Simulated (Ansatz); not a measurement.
Ansatz (an electronic-structure program) job for SbF3, SMILES [F][Sb]([F])[F], PBE0-D3(BJ)/def2-SVP. 

Ansatz 0.2 input:
```yaml
crystal:
  periodic: [false, false, false]
  atoms:
    - {symbol: Sb, position_ang: [0.00000000, -0.00000000, 0.34761265]}
    - {symbol: F, position_ang: [-1.44069836, -0.83178759, -0.65660167]}
    - {symbol: F, position_ang: [-0.00000001, 1.66357519, -0.65660166]}
    - {symbol: F, position_ang: [1.44069837, -0.83178758, -0.65660167]}
basis:
  gaussian:
    orbitals: def2-SVP
hamiltonian:
  xc: pbe0
  dispersion: d3bj
relax: {f_tol: 0.002, max_steps: 200}
```

Log of the run:

```
Functional definition: PBE0
integrals: 0.02 GiB planned
781 factors; integrals over basis functions are off by at most 1.4e-4 eV
mean field: 0.22 GiB planned
mean field evaluation 1: about -14670.2510 eV, gradient 5.7e1 eV
mean field evaluation 2: about -14653.8934 eV, gradient 1.1e2 eV
mean field evaluation 4: about -14675.9289 eV, gradient 8.2e-1 eV
mean field evaluation 8: about -14675.9804 eV, gradient 6.8e-2 eV
mean field -14675.98041481 eV, -539.3323325074 hartree, gradient 1.4e-5 eV, S^2 0.000000; 0 other end points of the search recorded, 0 dependent functions left out
the calculation of the forces begins
reference -14675.98043365 eV, -539.3323331997 hartree; 25, 25 occupied and 43, 43 virtual orbitals, 781 factors
relax step   1: F+E_penalty+E_count = -14676.02780058 eV  Δ(F+E_penalty+E_count) = +0.000e0 eV  max|allowed force component| = 9.149e-1 eV/Å  Δτ_max = 0.0000 Å  (26 SCF iters, accepted)
these checks for a lower state are left out or cut short: starts, cluster_reference, orbital_swaps, neighbouring_geometries, increment
integrals: 0.02 GiB planned
781 factors; integrals over basis functions are off by at most 1.3e-4 eV
mean field: 0.22 GiB planned
mean field evaluation 16: about -14675.9429 eV, gradient 3.6e0 eV
mean field -14676.00707103 eV, -539.3333121054 hartree, gradient 9.2e-6 eV, S^2 0.000000; 0 other end points of the search recorded, 0 dependent functions left out
the calculation of the forces begins
reference -14676.00708992 eV, -539.3333127997 hartree; 25, 25 occupied and 43, 43 virtual orbitals, 781 factors
relax step   2: F+E_penalty+E_count = -14676.05469952 eV  Δ(F+E_penalty+E_count) = -2.690e-2 eV  max|allowed force component| = 3.936e-2 eV/Å  Δτ_max = 0.0312 Å  (28 SCF iters, accepted)
these checks for a lower state are left out or cut short: starts, cluster_reference, orbital_swaps, neighbouring_geometries, increment
integrals: 0.02 GiB planned
781 factors; integrals over basis functions are off by at most 1.3e-4 eV
mean field: 0.22 GiB planned
mean field -14676.00709408 eV, -539.3333129526 hartree, gradient 8.0e-6 eV, S^2 0.000000; 0 other end points of the search recorded, 0 dependent functions left out
the calculation of the forces begins
reference -14676.00711298 eV, -539.3333136470 hartree; 25, 25 occupied and 43, 43 virtual orbitals, 781 factors
relax step   3: F+E_penalty+E_count = -14676.05472201 eV  Δ(F+E_penalty+E_count) = -2.250e-5 eV  max|allowed force component| = 9.719e-3 eV/Å  Δτ_max = 0.0013 Å  (22 SCF iters, accepted)
these checks for a lower state are left out or cut short: starts, cluster_reference, orbital_swaps, neighbouring_geometries, increment
integrals: 0.02 GiB planned
781 factors; integrals over basis functions are off by at most 1.3e-4 eV
mean field: 0.22 GiB planned
mean field evaluation 32: about -14676.0071 eV, gradient 3.3e-2 eV
mean field -14676.00709465 eV, -539.3333129734 hartree, gradient 4.5e-5 eV, S^2 0.000000; 0 other end points of the search recorded, 0 dependent functions left out
the calculation of the forces begins
reference -14676.00711354 eV, -539.3333136679 hartree; 25, 25 occupied and 43, 43 virtual orbitals, 781 factors
relax step   4: F+E_penalty+E_count = -14676.05472502 eV  Δ(F+E_penalty+E_count) = -3.006e-6 eV  max|allowed force component| = 1.550e-4 eV/Å  Δτ_max = 0.0005 Å  (18 SCF iters, accepted)
integrals: 0.02 GiB planned
781 factors; integrals over basis functions are off by at most 1.3e-4 eV
mean field: 0.22 GiB planned
mean field -14676.00709465 eV, -539.3333129734 hartree, gradient 4.5e-5 eV, S^2 0.000000; 1 other end points of the search recorded, 0 dependent functions left out
the calculation of the forces begins
reference -14676.00711354 eV, -539.3333136679 hartree; 25, 25 occupied and 43, 43 virtual orbitals, 781 factors
Total energy: -14676.05474392 eV, -539.3350640517 hartree
Atom 0 at     0.000042     0.000024     0.348892 Å, force     0.000002     0.000001     0.000041 eV/Å
Atom 1 at    -1.413538    -0.816107    -0.657048 Å, force    -0.000139    -0.000080    -0.000015 eV/Å
Atom 2 at    -0.000077     1.632298    -0.657018 Å, force     0.000002     0.000155    -0.000013 eV/Å
Atom 3 at     1.413573    -0.816216    -0.657018 Å, force     0.000135    -0.000076    -0.000013 eV/Å
Dipole moment:     0.000064     0.000037     0.819535 e Å
```

The calculation finished and met its thresholds.

Cost: very roughly 17 core-seconds.
